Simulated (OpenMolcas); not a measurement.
**Tm3+: moving or changing the point charges**

Tm3+ among 6 point charges of -1 e arranged as an octahedron (Oh), 2.75 Å from the ion.

```yaml
Program: OpenMolcas 26.06
Method: "SS-CASPT2, IPEA 0.25 Eh, imaginary shift 0.1 Eh (closed shells correlated: 5s 5p)"
Basis: ANO-RCC-VDZP [7s6p4d2f1g]
Scalar_Hamiltonian: DKH2, point nucleus
Active_space: 12 electrons in 7 orbitals (4f)
State_averaging: 2S+1 = 3 even, 21 roots; 2S+1 = 1 even, 27 roots kept (CI in the orbitals of an earlier block)
Spin-orbit_coupling: RASSI with atomic mean-field integrals over the reference wave functions
```

Runs around this geometry, states (labels of O, the rotations of Oh). Energies in cm-1 above the lowest state or level, χT in cm3 K/mol; under a threefold ground state the first gap can be a small split of the lowest multiplet, not the spin-orbit step.

| R (Å) | Ground state | First state of that spin | First gap with spin-orbit (degeneracies) | Width of lowest J | χT at 300 K |
| --- | --- | --- | --- | --- | --- |
| 2.75 | 3T1 | 3E 50 | 27 (1, 3) | 103 | 7.135 |
| 2.91 | 3T1 | 3E 60 | 28 (1, 3) | 88 | 7.137 |
| 3.26 | 3T1 | 3T1 46 | 23 (1, 3) | 57 | 7.141 |

Taking the width of the lowest J multiplet as R^-n, n = -ln(57 / 103) / ln(3.26 / 2.75) = 3.5 between the shortest and longest distance.

Roots that are degenerate in the reference are averaged as groups; the widest CASPT2 spread within a group is 350 cm-1 (the 3-fold group of multiplicity 1 near 32800 cm-1 above the lowest state of its run, R = 2.75). Shifts and gaps below about the spread of the groups concerned are not significant. Point charges carry no covalency, so the field is a model and not that of real ligands. No measured value stands beside these numbers.
